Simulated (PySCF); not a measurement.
PySCF job for Si(H)(SiH3) (H4Si2), SMILES [SiH][SiH3] (connectivity only; charge and spin as stated), neutral, multiplicity 1, TDDFT-ωB97X/def2-TZVPD. The structure is a stationary point at PBE0-D3(BJ)/def2-TZVP. The isomer is the one that the SMILES or the coordinates give; other isomers of the formula were not compared.

```python
import numpy as np
from pyscf import gto, scf, dft, tdscf

mol = gto.M(
    atom='''
    Si   -0.05900945    1.02931009    0.82133006
    H    -0.32098733    1.86082101   -0.43206885
    Si    0.07209586   -0.88366626   -0.59183784
    H     0.97066858   -0.67477545   -1.76384897
    H    -1.31772323   -1.08476350   -1.10825461
    H     0.48483224   -2.14029570    0.09128136
    ''',
    basis='def2-TZVPD',
    charge=0,
    spin=0,
    max_memory=1600,
    verbose=4,
)
mf = dft.RKS(mol, xc='wb97x').density_fit(auxbasis='def2-universal-jkfit')
mf.grids.level = 3
mf.conv_tol = 1e-9
mf.max_cycle = 100
mf.kernel()
mf.grids = dft.Grids(mol).set(level=1).build(with_non0tab=True)  # coarser grid for the response kernel
td = tdscf.TDDFT(mf)
td.singlet = True
td.nstates = 10
td.conv_tol = 1e-4
td.positive_eig_threshold = 1e-6
td.kernel(x0=td.get_init_guess(mf, 15))
td.analyze()
tt = tdscf.TDA(mf)
tt.singlet = False
tt.nstates = 4
tt.conv_tol = 1e-4
tt.positive_eig_threshold = 1e-6
tt.kernel(x0=tt.get_init_guess(mf, 9))
tt.analyze(verbose=3)
```

Log of the run:

```
PySCF version 2.14.0

[INPUT] verbose = 4
[INPUT] num. atoms = 6
[INPUT] num. electrons = 32
[INPUT] charge = 0
[INPUT] spin (= nelec alpha-beta = 2S) = 0
[INPUT] symmetry False subgroup None
[INPUT] Mole.unit = angstrom
[INPUT] Symbol           X                Y                Z      unit          X                Y                Z       unit  Magmom
[INPUT]  1 Si    -0.059009450000   1.029310090000   0.821330060000 AA   -0.111511699261   1.945114167351   1.552088871273 Bohr   0.0
[INPUT]  2 H     -0.320987330000   1.860821010000  -0.432068850000 AA   -0.606578143155   3.516442075737  -0.816491793456 Bohr   0.0
[INPUT]  3 Si     0.072095860000  -0.883666260000  -0.591837840000 AA    0.136241430115  -1.669887216919  -1.118411427754 Bohr   0.0
[INPUT]  4 H      0.970668580000  -0.674775450000  -1.763848970000 AA    1.834297773920  -1.275140796080  -3.333191478396 Bohr   0.0
[INPUT]  5 H     -1.317723230000  -1.084763500000  -1.108254610000 AA   -2.490136012677  -2.049905924925  -2.094297689187 Bohr   0.0
[INPUT]  6 H      0.484832240000  -2.140295700000   0.091281360000 AA    0.916200149959  -4.044572698584   0.172496770678 Bohr   0.0

nuclear repulsion = 73.9662568214139
number of shells = 50
number of NR pGTOs = 182
number of NR cGTOs = 122
basis = def2-TZVPD
ecp = {}


[settings echo left out]
init E= -580.953310002026
  HOMO = -0.221890160414612  LUMO = -0.117733854053135  gap/eV = 2.83424
cycle= 1 E= -581.295409260661  delta_E= -0.342  |g|= 0.187  |ddm|= 1.68
  HOMO = -0.342772261252591  LUMO = -0.068566425068866  gap/eV = 7.46152
cycle= 2 E= -581.307976949559  delta_E= -0.0126  |g|= 0.0763  |ddm|= 0.368
  HOMO = -0.324397079920738  LUMO = -0.046691081281427  gap/eV = 7.55677
cycle= 3 E= -581.309357172033  delta_E= -0.00138  |g|= 0.0191  |ddm|= 0.115
  HOMO = -0.323919105149832  LUMO = -0.0444013330403195  gap/eV = 7.60607
cycle= 4 E= -581.309602667234  delta_E= -0.000245  |g|= 0.0041  |ddm|= 0.0552
  HOMO = -0.325175184279592  LUMO = -0.0455253191202836  gap/eV = 7.60966
cycle= 5 E= -581.309622703258  delta_E= -2e-05  |g|= 0.00108  |ddm|= 0.0184
  HOMO = -0.325022465765848  LUMO = -0.0453714497442537  gap/eV = 7.60969
cycle= 6 E= -581.30962457597  delta_E= -1.87e-06  |g|= 0.000263  |ddm|= 0.006
  HOMO = -0.325036456516198  LUMO = -0.0453851139873702  gap/eV = 7.60970
cycle= 7 E= -581.309624680707  delta_E= -1.05e-07  |g|= 6.1e-05  |ddm|= 0.00168
  HOMO = -0.325039542309911  LUMO = -0.04538792920291  gap/eV = 7.60971
cycle= 8 E= -581.309624685886  delta_E= -5.18e-09  |g|= 2.24e-05  |ddm|= 0.000377
  HOMO = -0.325038844249715  LUMO = -0.0453875026641359  gap/eV = 7.60970
cycle= 9 E= -581.309624687033  delta_E= -1.15e-09  |g|= 1.25e-05  |ddm|= 9.72e-05
  HOMO = -0.325039047180354  LUMO = -0.0453882080884096  gap/eV = 7.60969
cycle= 10 E= -581.309624687462  delta_E= -4.3e-10  |g|= 7.15e-06  |ddm|= 4.69e-05
  HOMO = -0.325038942482289  LUMO = -0.0453879645648492  gap/eV = 7.60969
Extra cycle  E= -581.30962468758  delta_E= -1.18e-10  |g|= 4.93e-06  |ddm|= 1.92e-05
converged SCF energy = -581.30962468758
tot grids = 22712
Overwritten attributes  positive_eig_threshold  of <class 'pyscf.tdscf.rks.TDDFT'>


******** <class 'pyscf.tdscf.rks.TDDFT'> for <class 'pyscf.df.df_jk.DFRKS'> ********
nstates = 10 singlet
deg_eia_thresh = 1.000e-03
wfnsym = None
conv_tol = 0.0001
eigh lindep = 1e-12
eigh level_shift = 0
eigh max_cycle = 100


Excitation energies (eV)
[1.83615806 3.63204254 6.03148029 6.22321651 6.43105167 6.61207217
 6.69838211 6.8830711  7.02276512 7.79201574]

** Singlet excitation energies and oscillator strengths **
Excited State   1:      1.83616 eV    675.24 nm  f=0.0046
      16 -> 17       -0.70841
Excited State   2:      3.63204 eV    341.36 nm  f=0.0041
      15 -> 17       -0.69507
Excited State   3:      6.03148 eV    205.56 nm  f=0.0465
      16 -> 18        0.43691
      16 -> 19        0.45206
      16 -> 20       -0.21835
      16 -> 22       -0.18767
Excited State   4:      6.22322 eV    199.23 nm  f=0.3493
      13 -> 17       -0.10131
      14 -> 17       -0.18634
      16 -> 18       -0.38394
      16 -> 19        0.48791
      16 -> 20        0.17228
Excited State   5:      6.43105 eV    192.79 nm  f=0.0140
      13 -> 17        0.48465
      14 -> 17       -0.48454
Excited State   6:      6.61207 eV    187.51 nm  f=0.1022
      13 -> 17        0.46246
      14 -> 17        0.43631
      16 -> 19        0.13122
      16 -> 20        0.21593
Excited State   7:      6.69838 eV    185.10 nm  f=0.0739
      14 -> 17       -0.10112
      16 -> 18        0.24323
      16 -> 20        0.48388
      16 -> 21       -0.35007
      16 -> 24       -0.16016
Excited State   8:      6.88307 eV    180.13 nm  f=0.1252
      15 -> 18        0.11137
      16 -> 18       -0.13307
      16 -> 20       -0.28757
      16 -> 21       -0.56429
      16 -> 22        0.10317
Excited State   9:      7.02277 eV    176.55 nm  f=0.0106
      16 -> 18       -0.13175
      16 -> 19       -0.11707
      16 -> 21       -0.11484
      16 -> 22       -0.58551
      16 -> 24        0.23619
Excited State  10:      7.79202 eV    159.12 nm  f=0.0964
      15 -> 18        0.52907
      15 -> 19        0.26076
      15 -> 24       -0.10916
      16 -> 23       -0.17445
      16 -> 24        0.12029
      16 -> 25       -0.21103

** Transition electric dipole moments (AU) **
state          X           Y           Z        Dip. S.      Osc.
  1        -0.3157     -0.0547      0.0248      0.1033      0.0046
  2         0.2111      0.0439      0.0047      0.0465      0.0041
  3         0.0773     -0.4557      0.3183      0.3150      0.0465
  4        -0.2005      1.1689      0.9405      2.2911      0.3493
  5        -0.1632     -0.2265     -0.1043      0.0888      0.0140
  6        -0.0678      0.5741      0.5444      0.6306      0.1022
  7        -0.1945     -0.5218     -0.3747      0.4505      0.0739
  8         0.1207      0.3169      0.7922      0.7427      0.1252
  9        -0.1242     -0.0384     -0.2120      0.0618      0.0106
 10        -0.3568      0.0933     -0.6075      0.5052      0.0964

** Transition velocity dipole moments (imaginary part, AU) **
state          X           Y           Z        Dip. S.      Osc.
  1        -0.0200     -0.0035      0.0016      0.0004      0.0041
  2         0.0286      0.0059      0.0006      0.0009      0.0043
  3         0.0173     -0.1015      0.0709      0.0156      0.0470
  4        -0.0462      0.2682      0.2161      0.1208      0.3520
  5        -0.0386     -0.0536     -0.0247      0.0050      0.0140
  6        -0.0168      0.1398      0.1328      0.0375      0.1028
  7        -0.0488     -0.1291     -0.0922      0.0276      0.0746
  8         0.0308      0.0798      0.2017      0.0480      0.1265
  9        -0.0327     -0.0099     -0.0555      0.0043      0.0110
 10        -0.1022      0.0277     -0.1752      0.0419      0.0976

** Transition magnetic dipole moments (imaginary part, AU) **
state          X           Y           Z
  1        -0.2984      1.3217     -0.7200
  2         0.0344     -0.6622     -1.0175
  3        -0.9902     -0.2103      0.1186
  4         0.3470      0.2567     -0.1560
  5        -0.0460      0.3776      0.1372
  6         0.1765      0.1503      0.0812
  7        -0.2748      0.3302     -0.0285
  8        -0.7794     -0.0943      0.2448
  9         0.2272      0.2752     -0.1366
 10         1.2121      0.3067     -0.1620
Overwritten attributes  positive_eig_threshold  of <class 'pyscf.tdscf.rks.TDA'>


******** <class 'pyscf.tdscf.rks.TDA'> for <class 'pyscf.df.df_jk.DFRKS'> ********
nstates = 4 triplet
deg_eia_thresh = 1.000e-03
wfnsym = None
conv_tol = 0.0001
eigh lindep = 1e-12
eigh level_shift = 0
eigh max_cycle = 100


Excitation energies (eV)
[0.91508898 2.96159347 4.90846906 5.88000319]

** Triplet excitation energies and oscillator strengths **
Excited State   1:      0.91509 eV   1354.89 nm  f=0.0000
Excited State   2:      2.96159 eV    418.64 nm  f=0.0000
Excited State   3:      4.90847 eV    252.59 nm  f=0.0000
Excited State   4:      5.88000 eV    210.86 nm  f=0.0000
```

The calculation finished and met its thresholds.
